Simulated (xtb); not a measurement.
CF2, SMILES F[C]F (connectivity only; charge and spin as stated), neutral, multiplicity 1. All values are semi-empirical tight-binding results from xtb (GFN2-xTB unless named), good for trends rather than for accurate numbers. Geometry: GFN2-xTB. The isomer is the one that the SMILES or the coordinates give; other isomers of the formula were not compared.

Optimised geometry:

Bonds (Å): F1–C2 1.302, C2–F3 1.302. Angles (°): F1–C2–F3 105.6.

point group as xtb finds it: C2v
orbital gap: 2.59 eV
dipole moment: 0.41 D
zero-point energy: 4.3 kcal/mol
G − E(el) at 298.15 K (modified RRHO): -10.4 kcal/mol
static polarisability (D4 model): 16.2 bohr³
solvation energy, GFN2-xTB/ALPB(water): 1.7 kcal/mol
solvation energy, GFN2-xTB/ALPB(dmso): -0.2 kcal/mol

Computed IR lines (harmonic; lines under 4 % of the strongest left out, lines within 3 cm⁻¹ merged):
ν (cm⁻¹): 1133 (vs), 1294 (w) (against the strongest line: vs over 80 %, s over 45 %, m over 15 %, w over 4 %, vw less)

Computed atomic charges and the Wiberg bond orders between heavy atoms:
charges (e) F1 -0.07, C2 0.15, F3 -0.07. Bond orders F1–C2 1.27, C2–F3 1.27.
